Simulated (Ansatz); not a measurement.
tungsten atom (W), quintet (typed; the unrestricted solution is spin-contaminated) (core potentials on W); B97M-V/def2-SVP (Ansatz, a program for electronic structure).

The Ansatz input:
Ansatz 0.2 input:
```yaml
crystal:
  periodic: [false, false, false]
  atoms:
    - {symbol: W, position_ang: [0.00000000, 0.00000000, 0.00000000]}
basis:
  gaussian:
    orbitals: def2-SVP
hamiltonian:
  xc: {name: B97M-V}
magnetization: {spin_polarized: true, initial_magnetization: 4}
accuracy: high
```

Question: What does Ansatz print? Leave out banner, timings and long lists.

Answer: 
```
Functional definition: B97M-V
333 factors; integrals over basis functions are off by at most 3.2e-9 eV
mean field evaluation 1: about -1820.3798 eV, gradient 6.0e0 eV
mean field evaluation 2: about -1820.4989 eV, gradient 4.2e0 eV
mean field evaluation 4: about -1820.6203 eV, gradient 5.1e-2 eV
mean field evaluation 8: about -1820.6235 eV, gradient 1.1e-3 eV
mean field evaluation 16: about -1820.6692 eV, gradient 8.6e-2 eV
mean field evaluation 32: about -1820.6235 eV, gradient 1.4e-4 eV
mean field evaluation 64: about -1820.6235 eV, gradient 1.0e-4 eV
mean field evaluation 96: about -1820.0818 eV, gradient 5.1e0 eV
mean field evaluation 128: about -1820.6275 eV, gradient 4.0e-1 eV
mean field evaluation 160: about -1820.6700 eV, gradient 2.6e-8 eV
mean field evaluation 192: about -1820.6573 eV, gradient 9.6e-1 eV
mean field evaluation 224: about -1820.6052 eV, gradient 5.2e-1 eV
mean field evaluation 256: about -1820.3525 eV, gradient 5.3e0 eV
mean field -1820.67001404 eV, -66.9083889215 hartree, gradient 2.2e-8 eV, S^2 6.170855; 19 other end points of the search recorded, 0 dependent functions left out
reference -1820.67001738 eV, -66.9083890442 hartree; 9, 5 occupied and 23, 27 virtual orbitals, 333 factors
Total energy: -1820.67001738 eV, -66.9083890442 hartree
```
